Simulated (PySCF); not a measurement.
CH3S (SMILES [CH2-]S), charge -1, singlet, at a GFN2-xTB geometry (in this run its highest filled SCF level lies above zero, so its values depend strongly on the basis, on diffuse functions most of all). Base run: B3LYP/6-31G* run with PySCF.

Input for PySCF:
```python
from pyscf import gto, scf, dft

mol = gto.Mole()
mol.atom = '''
    C    -0.183104    1.161382    0.015056
    S    -0.047967   -0.563722   -0.011490
    H     1.296026   -1.143098    0.019279
    H     0.257558    1.581188    0.936323
    H     0.312515    1.613166   -0.862102
'''
mol.basis = '6-31g*'
mol.charge = -1
mol.spin = 0
mol.verbose = 4
mol.build()

mf = dft.RKS(mol)
mf.xc = 'b3lyp'
mf.kernel()
```

Variants of this job, named by their change:

```
change                                ΔE vs base (µEh)  grid points  electrons on the grid
------------------------------------  ----------------  -----------  ---------------------
base                                               0.0        62424               26.00000
grids.atom_grid = (99, 590)                        0.0       160848               26.00000
grids.level = 4                                    0.0       104424               26.00000
grids.atom_grid = (30, 110)                      -87.3        12288               26.00033
grids.prune = dft.gen_grid.sg1_prune               7.7        25680               25.99984
grids.level = 7                                    0.0       322360               26.00000
grids.level = 2                                    0.5        39072               26.00000
grids.atom_grid = (150, 974)                       0.0       401584               26.00000
grids.radi_method = mura_knowles                  -0.1        59400               26.00000
grids.becke_scheme = stratmann                     0.2        62424               26.00000
small_rho_cutoff = 0                               0.0        62424               26.00000
```
